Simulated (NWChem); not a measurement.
TiNHClF; SMILES [NH]=[Ti]([F])[Cl]

```xyz
5

Ti    -0.0233    -0.3554     0.1418
N     -1.4224    -1.0280    -0.4586
H     -2.1872    -1.4922    -0.9663
F      1.4134    -1.3412    -0.2092
Cl     0.0688     1.8812     0.0332
```
Atoms are numbered in this order, from 1.

All runs: NWChem. Geometry: optimised at PBE-D3(BJ)/def2-SVP. Vzz is the largest principal value of the second derivative of the potential at the nucleus (NWChem prints the opposite sign); η is the asymmetry. Non-relativistic.

Task: Predict the results for PBE0/def2-SVP. Quantities: Vzz Ti1 (a.u.); η Ti1; Vzz N2 (a.u.); η N2; Vzz Cl5 (a.u.); η Cl5.

Result: 
- Vzz Ti1 (a.u.) = 1.483
- η Ti1 = 0.51
- Vzz N2 (a.u.) = -0.346
- η N2 = 0.12
- Vzz Cl5 (a.u.) = -0.639
- η Cl5 = 0.89
